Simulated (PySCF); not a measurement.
Vertical excitations of a molecule C3H6OSi from TDA-M06-2X/def2-SVPD run with PySCF 2.14.0, as energy in eV (oscillator strength): 6.32 (0.010), 6.53 (0.028), 6.77 (0.116), 6.96 (0.019), 7.40 (0.000), 7.57 (0.023), 7.69 (0.109), 7.85 (0.018), 7.96 (0.002), 8.10 (0.005). Lowest triplet (TDA): 4.26 eV. Geometry optimised at PBE-D3(BJ)/def2-SVP. Other conformers were not sampled.

Question: Pick the molecule that these values belong to.
A) C=CC(=O)[SiH3]
B) C1=C[SiH2]OC1
C) C=C[SiH2]C=O
D) [SiH3][C@@H]1C=CO1

Answer: D, [SiH3][C@@H]1C=CO1
